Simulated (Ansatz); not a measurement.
C2H8OSi2 can be A, `[SiH3]C[SiH]1CO1`, or B, `CC[Si]O[SiH3]`.

Program: Ansatz. Geometries: PBE0-D4/def2-TZVP. ΔE: electronic, gas phase. CBS: MP2 limit from def2 TZ/QZ plus the TZ coupled-cluster correction, frozen cores. DFT in def2-TZVPP. B3LYP here is the variant with VWN-RPA as its local correlation; programs differ in this. One conformer a species, not always the lowest.

Problem. Which isomer does CCSD(T)/CBS put lower? Give the gap. (Estimate.)

Solution. The calculation gave: B, by 31.5 kcal/mol.

Problem. Give E(B) − E(A) in kcal/mol with HF/def2-TZVPP, B2PLYP, PBE0-D4, CCSD/def2-TZVPP, ωB97M-V, B3LYP, PBE-D4. (Best estimate.)

Solution. Computed: HF/def2-TZVPP -37.4, B2PLYP -31.6, PBE0-D4 -27.4, CCSD/def2-TZVPP -33.1, ωB97M-V -31.7, B3LYP -32.0, PBE-D4 -26.3. None reverses the order clearly.

Largest T1 diagnostic: 0.013.

The D4 term adds −1.2 kcal/mol with B3LYP and −0.7 kcal/mol with PBE0; it sums over pairs of atoms, weighted by their polarisabilities, and B3LYP, whose exchange is more repulsive, gets the larger term. In def2-TZVPP, CCSD(T) changes the Hartree–Fock value by +5.7 kcal/mol (the triples alone add +1.4 kcal/mol) and MP2 by +7.8 kcal/mol.
